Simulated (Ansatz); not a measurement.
`O[SiH](O)/C=[CH]\[GeH3]`, charge 0, multiplicity 1.

Problem. Give a relaxed structure at PBE0-D4/def2-TZVP (Ansatz). (An estimate is asked.)

Solution. The calculation gave: 
```xyz
14

O     0.140   -2.553    1.408
Si    0.233   -1.575    0.091
O    -1.232   -1.026   -0.414
C     1.217   -0.051    0.462
C     0.901    1.217    0.185
Ge   -0.677    1.932   -0.727
H    -0.164   -2.158    2.227
H     0.856   -2.444   -0.936
H    -1.824   -1.639   -0.849
H     2.168   -0.225    0.972
H     1.607    1.991    0.488
H    -0.394    3.437   -0.920
H    -1.948    1.793    0.122
H    -0.885    1.301   -2.109
```
This is one stationary point; other conformers may exist.
